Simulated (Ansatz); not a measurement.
Species: CdS, charge 0, singlet. CdS (SMILES [S]=[Cd]).
B3LYP-D3(BJ)/def2-TZVP minimum from Ansatz (a program for electronic structure):
```xyz
2

Cd     0.0000     0.0000    -0.5671
S      0.0000     0.0000     1.7014
```

Total energies in hartree (Ansatz). Open shells are spin-unrestricted; no spin-orbit coupling. Correlated methods leave the cores frozen (noble-gas shells, and filled d and f shells in the p block). Past Kr the def2 sets carry scalar-relativistic core potentials. The restricted determinant of CdS ([S]=[Cd], singlet) is unstable towards broken spin symmetry in at least one set run.

```csv
species,HF/def2-TZVPP,CCSD(T)/def2-TZVPP,HF/def2-QZVPP,CCSD(T)/def2-QZVPP,CCSDT(Q)/def2-TZVPP
1: CdS (SMILES [S]=[Cd]),-564.36368,-564.98800,-564.37807,-565.05507,-564.98928
2: Cd (singlet),-166.88392,-167.31105,-166.88491,-167.34967,-167.31037
3: S (triplet),-397.50200,-397.64674,-397.51300,-397.66869,-397.64766
```

### Question
Work out the atomisation energy (electronic, to ground-state atoms) in kJ/mol: take Hartree-Fock from def2-QZVPP, extrapolate the CCSD(T) correlation energy as X^-3 (X = 3, 4), and add CCSDT(Q) - CCSD(T) in def2-TZVPP. 1 hartree = 2625.5 kJ/mol.

### Answer

Species 1: correlation (64·(-0.67700) - 27·(-0.62432))/37 = -0.71544; step -0.00128; E1 = -564.37807 + (-0.71544) + (-0.00128) = -565.09479
Species 2: correlation (64·(-0.46476) - 27·(-0.42713))/37 = -0.49222; step +0.00068; E2 = -166.88491 + (-0.49222) + (+0.00068) = -167.37645
Species 3: correlation (64·(-0.15569) - 27·(-0.14474))/37 = -0.16368; step -0.00092; E3 = -397.51300 + (-0.16368) + (-0.00092) = -397.67760
-1·E1 +1·E2 +1·E3 = 0.04074 hartree = 107.0 kJ/mol.
